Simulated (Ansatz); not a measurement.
**Telling isomers of C2H8OSi apart by their spectra**

These gas-phase data were calculated for one isomer of C2H8OSi at B3LYP-D3(BJ)/def2-SVP (harmonic, unscaled wavenumbers; equilibrium rotational constants with average atomic masses):

```
rotational constants            : 9.791, 3.556, 2.946 GHz
all wavenumbers above 1500 cm⁻¹ : 3883, 3100, 3097, 3067, 3021, 3020, 2247, 2183
dipole moment                   : 1.63 D (PBE0/def2-TZVPD)
```

Candidates:

(1) `C[SiH](C)O`, a singlet
(2) `CC[SiH2]O`, a singlet

**Question.** Which structure fits?

**Answer.** Candidate (2). 2 modes lie between 2000 and 2380 cm⁻¹, one for each Si–H bond, while (1) has 1.

The same quantities for all candidates:

|  | rotational constants (GHz) | wavenumbers above 1500 cm⁻¹ | dipole (D) | E above the lowest, B3LYP-D3(BJ)/def2-SVP (kcal/mol) |
| --- | --- | --- | --- | --- |
| (1) | 5.979, 5.407, 3.333 | 3877, 3128, 3121, 3117, 3111, 3032, 3024, 2179 | 1.10 | 0.0 |
| (2) | 9.791, 3.556, 2.946 | 3883, 3100, 3097, 3067, 3021, 3020, 2247, 2183 | 1.63 | 12.4 |

Harmonic stretches to hydrogen usually lie a few per cent above observed fundamentals. Each candidate is one conformer. Programs: Ansatz 0.2.0.
